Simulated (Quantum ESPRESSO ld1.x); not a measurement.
Task: Ar2+, 16 electrons, occupied as [Ne] 3s2 3p4. Method: non-relativistic Kohn-Sham, LDA (Slater exchange, Perdew-Zunger correlation), spin-polarised, spherical densities, point nucleus; open shells are filled with parallel spins first; computed with ld1.x of Quantum ESPRESSO 7.5. Some entries of the table are withheld. Estimate them.

orbital,occ.,eigenvalue (hartree),<1/r> (bohr^-1)
1s up,1,-114.937,17.50
1s down,1,-114.918,17.50
2s up,1,-11.8991,(1)
2s down,1,-11.8796,(2)
2p up,3,-9.55487,3.443
2p down,3,-9.53064,3.444
3s up,1,(3),(4)
3s down,1,(5),(6)
3p up,3,-1.33746,0.9331
3p down,1,-1.26012,0.9216

Result: 
(1) 2s up <1/r> (bohr^-1): 3.515
(2) 2s down <1/r> (bohr^-1): 3.517
(3) 3s up eigenvalue (hartree): -1.87952
(4) 3s up <1/r> (bohr^-1): 1.045
(5) 3s down eigenvalue (hartree): -1.79703
(6) 3s down <1/r> (bohr^-1): 1.038
